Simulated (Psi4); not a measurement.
selenium dioxide (O2Se), singlet, at a GFN2-xTB geometry; WB97X/def2-TZVP (Psi4).

Here is a job for Psi4.
```
memory 2 GB

molecule mol {
0 1
  O    -1.308581    0.550192    0.031692
  Se    0.014599   -0.288555   -0.024170
  O     1.246535    0.676168    0.071032
}

set basis def2-tzvp
set reference rks
set scf_type pk
set puream true
set d_convergence 1e-8
set dft_radial_points 99
set dft_spherical_points 590

energy('wb97x')
print_variables()
```

Task: Write the output that Psi4 gives for this input, abridged.

Result: 
```
   => Loading Basis Set <=

    Name: DEF2-TZVP
    Role: ORBITAL
    Keyword: BASIS

         ---------------------------------------------------------
                                   SCF
               by Justin Turney, Rob Parrish, Andy Simmonett
                          and Daniel G. A. Smith
                              RKS Reference
         ---------------------------------------------------------

  ==> Geometry <==

    Molecular point group: cs
    Full point group: Cs

    Geometry (in Angstrom), charge = 0, multiplicity = 1:

       Center              X                  Y                   Z               Mass
    ------------   -----------------  -----------------  -----------------  -----------------
         O            0.581799681157     1.310220535271     0.000000000000    15.994914619570
         SE          -0.258674894495    -0.013042436755     0.000000000000    79.916521800000
         O            0.710635967092    -1.245055687187     0.000000000000    15.994914619570

  Running in cs symmetry.

  Rotational constants: A =      0.89889  B =      0.32201  C =      0.23708 [cm^-1]
  Rotational constants: A =  26948.00324  B =   9653.54714  C =   7107.45356 [MHz]
  Nuclear repulsion =  196.874086452115790

  Charge       = 0
  Multiplicity = 1
  Electrons    = 50
  Nalpha       = 25
  Nbeta        = 25

  ==> Algorithm <==

  SCF Algorithm Type is PK.
  DIIS enabled.
  MOM disabled.
  Fractional occupation disabled.
  Guess Type is SAD.
  Energy threshold   = 1.00e-06
  Density threshold  = 1.00e-08
  Integral threshold = 1.00e-12

  ==> Primary Basis <==

  Basis Set: DEF2-TZVP
    Blend: DEF2-TZVP
    Number of shells: 38
    Number of basis functions: 110
    Number of Cartesian functions: 127
    Spherical Harmonics?: true
    Max angular momentum: 3

  ==> DFT Potential <==

   => LibXC <=

    Version 7.1.2
    S. Lehtola, C. Steigemann, M. J. T. Oliveira, and M. A. L. Marques,  SoftwareX 7, 1–5 (2018) (10.1016/j.softx.2017.11.002)

   => Composite Functional: WB97X <=

    wB97X Hyb-GGA Exchange-Correlation Functional

    J.-D. Chai and M. Head-Gordon,  J. Chem. Phys. 128, 084106 (2008) (10.1063/1.2834918)

    Deriv               =              1
    GGA                 =           TRUE
    Meta                =          FALSE

    Exchange Hybrid     =           TRUE
    MP2 Hybrid          =          FALSE

   => Exchange-Correlation Functionals <=

    1.0000   wB97X range-separated functional

   => Exact (HF) Exchange <=

    0.8423            HF,LR [omega = 0.3000]
    0.1577               HF

   => LibXC Density Thresholds  <==

    XC_HYB_GGA_XC_WB97X:  1.00E-14

   => Molecular Quadrature <=

    Radial Scheme          =       TREUTLER
    Pruning Scheme         =           NONE
    Nuclear Scheme         =       TREUTLER

    Blocking Scheme        =         OCTREE
    BS radius alpha        =              1
    Pruning alpha          =              1
    Radial Points          =             99
    Spherical Points       =            590
    Total Points           =         166851
    Total Blocks           =           1303
    Max Points             =            256
    Max Functions          =            107
    Weights Tolerance      =       1.00E-15

  ==> Integral Setup <==

  Using in-core PK algorithm.
   Calculation information:
      Number of atoms:                   3
      Number of AO shells:              38
      Number of primitives:             79
      Number of atomic orbitals:       127
      Number of basis functions:       110

      Integral cutoff                 1.00e-12
      Number of threads:                 1

  Performing in-core PK
  Using 55915695 doubles for integral storage.
  We computed 251531 shell quartets total.
  Whereas there are 274911 unique shell quartets.

  Computing range-separated integrals for PK
  We computed 251531 wK shell quartets total.
  Whereas there are 274911 wK unique shell quartets.

  ==> DiskJK: Disk-Based J/K Matrices <==

    J tasked:                  Yes
    K tasked:                  Yes
    wK tasked:                 Yes
    Omega:               3.000E-01
    Schwarz Cutoff:          1E-12

  Minimum eigenvalue in the overlap matrix is 2.0412522158E-03.
  Reciprocal condition number of the overlap matrix is 4.4044168000E-04.
    Using symmetric orthogonalization.

  ==> Pre-Iterations <==

  SCF Guess: Superposition of Atomic Densities via on-the-fly atomic UHF (no occupation information).

   -------------------------
    Irrep   Nso     Nmo
   -------------------------
     A'        74      74
     A"        36      36
   -------------------------
    Total     110     110
   -------------------------

  ==> Iterations <==

                        Total Energy        Delta E     RMS |[F,P]|

   @RKS iter SAD: -2549.34856298231489   -2.54935e+03   0.00000e+00
   @RKS iter   1: -2551.47189657208446   -2.12333e+00   2.32420e-02 DIIS/ADIIS
   @RKS iter   2: -2551.70205352040193   -2.30157e-01   1.84296e-02 DIIS/ADIIS
   @RKS iter   3: -2551.98676850265247   -2.84715e-01   1.05371e-03 DIIS/ADIIS
   @RKS iter   4: -2551.98841429040658   -1.64579e-03   6.25051e-04 DIIS/ADIIS
   @RKS iter   5: -2551.98928643806858   -8.72148e-04   8.02413e-05 DIIS
   @RKS iter   6: -2551.98930795463730   -2.15166e-05   1.65475e-05 DIIS
   @RKS iter   7: -2551.98930948922862   -1.53459e-06   3.50664e-06 DIIS
   @RKS iter   8: -2551.98930960387725   -1.14649e-07   8.40667e-07 DIIS
   @RKS iter   9: -2551.98930961171754   -7.84030e-09   1.82491e-07 DIIS
   @RKS iter  10: -2551.98930961191945   -2.01908e-10   1.91502e-07 DIIS
   @RKS iter  11: -2551.98930961201131   -9.18590e-11   2.54860e-08 DIIS
   @RKS iter  12: -2551.98930961201586   -4.54747e-12   3.99754e-09 DIIS
  Energy and wave function converged.

  ==> Post-Iterations <==

   Electrons on quadrature grid:
      Ntotal   =   49.9999991243 ; deviation = -8.757e-07

    Orbital Energies [Eh]
    ---------------------

    Doubly Occupied:

       1Ap  -453.820819     2Ap   -58.223409     1App  -52.278015
       3Ap   -52.275045     4Ap   -52.274428     5Ap   -19.229065
       6Ap   -19.229036     7Ap    -8.052019     2App   -6.001216
       8Ap    -5.994838     9Ap    -5.990905    10Ap    -2.364020
       3App   -2.361381     4App   -2.357994    11Ap    -2.357598
      12Ap    -2.353267    13Ap    -1.214667    14Ap    -1.121039
      15Ap    -0.758131    16Ap    -0.566974     5App   -0.564751
      17Ap    -0.564176     6App   -0.445180    18Ap    -0.436171
      19Ap    -0.427239

    Virtual:

       7App   -0.061079    20Ap     0.095753    21Ap     0.112488
       8App    0.256400    22Ap     0.258194    23Ap     0.310168
       9App    0.360711    24Ap     0.397496    10App    0.403034
      25Ap     0.433986    26Ap     0.482112    27Ap     0.496127
      28Ap     0.573081    11App    0.582394    29Ap     0.585101
      12App    0.621913    30Ap     0.658818    31Ap     0.688297
      32Ap     0.822724    33Ap     0.915699    13App    1.137617
      14App    1.156502    34Ap     1.194176    15App    1.224180
      35Ap     1.235339    36Ap     1.296010    37Ap     1.336039
      16App    1.376253    38Ap     1.378571    17App    1.408939
      18App    1.417685    39Ap     1.450951    40Ap     1.494690
      19App    1.617754    41Ap     1.703606    42Ap     1.753710
      20App    1.850438    43Ap     1.952188    44Ap     1.980638
      45Ap     2.107986    21App    2.181492    46Ap     2.201182
      22App    2.228568    47Ap     2.259856    48Ap     2.330018
      23App    2.791524    24App    2.795067    49Ap     2.829631
      50Ap     2.837541    51Ap     2.928234    52Ap     2.984632
      53Ap     3.291830    25App    3.507524    54Ap     3.569602
      26App    3.575220    55Ap     3.653364    56Ap     3.702451
      57Ap     3.988440    27App    5.190372    58Ap     5.200364
      28App    5.212896    59Ap     5.214255    29App    5.214311
      60Ap     5.230264    61Ap     5.259997    30App    5.315429
      31App    5.360899    62Ap     5.460574    32App    5.465871
      63Ap     5.552920    64Ap     5.591082    65Ap     5.725900
      33App    6.300915    66Ap     6.345322    67Ap     6.354241
      34App    6.364462    35App    6.637550    68Ap     6.660042
      36App    6.660292    69Ap     6.695230    70Ap     6.806901
      71Ap     7.011161    72Ap     7.842716    73Ap    43.201002
      74Ap    43.402526

    Final Occupation by Irrep:
             Ap   App
    DOCC [    19,    6 ]
    NA   [    19,    6 ]
    NB   [    19,    6 ]

  @RKS Final Energy: -2551.98930961201586

   => Energetics <=

    Nuclear Repulsion Energy =            196.8740864521157903
    One-Electron Energy =               -3939.7739264562587778
    Two-Electron Energy =                1272.3545550516275853
    DFT Exchange-Correlation Energy =     -81.4440246595008261
    Empirical Dispersion Energy =           0.0000000000000000
    VV10 Nonlocal Energy =                  0.0000000000000000
    Total Energy =                      -2551.9893096120163136

Computation Completed

Properties will be evaluated at   0.000000,   0.000000,   0.000000 [a0]

Properties computed using the SCF density matrix

 Multipole Moments:

 ------------------------------------------------------------------------------------
     Multipole            Electronic (a.u.)      Nuclear  (a.u.)        Total (a.u.)
 ------------------------------------------------------------------------------------

 L = 1.  Multiply by 2.5417464519 to convert [e a0] to [Debye]
 Dipole X            :         -4.1517429            2.9187553           -1.2329877
 Dipole Y            :         -0.2093325            0.1471642           -0.0621684
 Dipole Z            :          0.0000000            0.0000000            0.0000000
 Magnitude           :                                                    1.2345540

 ------------------------------------------------------------------------------------

  Variable Map:
  ----------------------------------------------------------------------------
  "CURRENT ENERGY"              =>   -2551.989309612016
  "CURRENT REFERENCE ENERGY"    =>   -2551.989309612016
  "DD SOLVATION ENERGY"         =>       0.000000000000
  "DFT FUNCTIONAL TOTAL ENERGY" =>   -2551.989309612016
  "DFT TOTAL ENERGY"            =>   -2551.989309612016
  "DFT VV10 ENERGY"             =>       0.000000000000
  "DFT XC ENERGY"               =>     -81.444024659501
  "GRID ELECTRONS ALPHA"        =>      24.999999562170
  "GRID ELECTRONS BETA"         =>      24.999999562170
  "GRID ELECTRONS TOTAL"        =>      49.999999124339
  "NUCLEAR REPULSION ENERGY"    =>     196.874086452116
  "ONE-ELECTRON ENERGY"         =>   -3939.773926456259
  "PCM POLARIZATION ENERGY"     =>       0.000000000000
  "PE ENERGY"                   =>       0.000000000000
  "SCF ITERATION ENERGY"        =>   -2551.989309612016
  "SCF ITERATIONS"              =>      12.000000000000
  "SCF TOTAL ENERGY"            =>   -2551.989309612016
  "TWO-ELECTRON ENERGY"         =>    1272.354555051628
  "XC GRID RADIAL POINTS"       =>      99.000000000000
  "XC GRID SPHERICAL POINTS"    =>     590.000000000000
  "XC GRID TOTAL POINTS"        =>  166851.000000000000

  Array Variable Map:
  ----------------------------------------------------------------------------
  "CURRENT DIPOLE"              =>      -1.232987658591 ... 0.000000000000 1 by 3
  "SCF DIPOLE"                  =>      -1.232987658591 ... 0.000000000000 1 by 3
  "SCF TOTAL ENERGIES"          =>   -2549.348562982315 ... -2551.989309612016 1 by 13
```
